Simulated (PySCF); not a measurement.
**Rh⁺: interval between two levels**

Rh⁺ [Kr] 4d8 [3F4, M_J = 4] → Rh⁺ [Kr] 4d7 5p1 [5G6, M_J = 6], as a difference of total energies. Calculation: PySCF 2.14, in x2c-SVPall-2c with one added diffuse shell each of s, p, d type (7s9p7d1f, 76 functions); the two-component X2C-1e Hamiltonian. Correlated levels: [Ar] 3d10 frozen; the 6 highest virtual spinors dropped. "Screened" scales the spin-orbit matrix elements by Boettger's factors to mimic the two-electron term; Breit and QED terms are absent.

| method | interval between two levels (cm⁻¹) |
| --- | --- |
| GHF (spin-free) | 50229 |
| GMP2 (spin-free) | 56970 |
| GHF (screened spin-orbit) | 50430 |
| GMP2 (screened spin-orbit) | 57223 |

The spin-free rows relax to the high-spin LS determinant and lack the spin-orbit shift.

Errors of the correlated levels include the incompleteness of this basis and the frozen core.

The labels give the starting determinants; with spin-orbit coupling the two ends relaxed to ⟨J²⟩ = 20.02, ⟨L²⟩ = 12.06, ⟨S²⟩ = 2.01 and ⟨J²⟩ = 42.01, ⟨L²⟩ = 20.20, ⟨S²⟩ = 5.94.

Q: Which method comes closest to the reference value, and which is furthest?

A: The reference is 59702 cm⁻¹ (measured; NIST Handbook of Basic Atomic Spectroscopic Data (Sansonetti and Martin, J. Phys. Chem. Ref. Data 34, 1559 (2005))). Closest: GMP2 (screened spin-orbit) (error -2479.0 cm⁻¹); furthest: GHF (spin-free) (error -9473.2 cm⁻¹).
